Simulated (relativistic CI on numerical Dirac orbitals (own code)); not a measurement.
**Fe3+ in a cubic cluster: L2,3 absorption with charge transfer**

Computed with a charge-transfer multiplet model of a cubic metal-ligand cluster with up to 3 ligand holes, Slater and spin-orbit integrals from Dirac-Coulomb-Breit ions, Slater integrals scaled by 0.7. The ground state mixes d5 with configurations of k ligand holes L, whose averages lie at kΔ + k(k − 1)U_dd/2; a core hole lowers each added d electron by U_cd. 20 K, Lorentzian 0.4 eV and Gaussian 0.3 eV FWHM.

Atomic integrals in eV (Slater integrals scaled, ζ unscaled), ground: F2dd 8.389, F4dd 5.243, zeta_d 0.056; with the core hole: F2dd 8.932, F4dd 5.587, zeta_d 0.075, zeta_core 8.130, F2cd 5.236, G1cd 3.950, G3cd 2.245.

Cluster parameters (eV): U_dd = 6.1, U_cd = 7.3, 10Dq = 1.6, 10Dq(ligand) = 0.7, V(eg) = 1.95, V(t2g) = -1, final-state hopping factor = 0.9.

```
    Case   n_d    d5   d6L  d7L2  d8L3     S
Δ = 4 eV  5.19  0.82  0.17  0.01  0.00  2.50
Δ = 5 eV  5.15  0.85  0.14  0.00  0.00  2.50
Δ = 6 eV  5.12  0.88  0.12  0.00  0.00  2.50
```

Weights, n_d and S are thermal averages at 20 K. Photon energies count from the first peak over 30 % of the highest in each spectrum, which can be another peak from case to case. The parameters are a model scan and need not match a compound or its usual spin state. Peaks in eV (height, largest 100):
- Δ = 4 eV: 0.0 (38), 1.9 (100), 3.0 (25), 5.3 (7), 12.9 (14), 14.9 (20), 16.0 (14)
- Δ = 5 eV: 0.0 (37), 2.0 (100), 3.1 (24), 4.8 (8), 5.7 (6), 13.0 (14), 14.9 (21), 16.1 (15)
- Δ = 6 eV: 0.0 (37), 1.9 (100), 3.1 (24), 4.9 (8), 5.8 (6), 12.9 (14), 14.8 (21), 16.0 (15)

For the case Δ = 5 eV, Δ = 5 eV is smaller than U_dd = 6.1 eV, the charge-transfer side of the Zaanen-Sawatzky-Allen scheme. With the core hole the configuration with one ligand hole lies at Δ + U_dd − U_cd = 2.8, 3.8, 4.8 eV from the one without, in the order of the table; where this is negative the screened configuration lies lower, though the effective hopping of about 2.9 eV (from the holes of the mixed ground state) mixes the two strongly wherever it is as large as the gap.
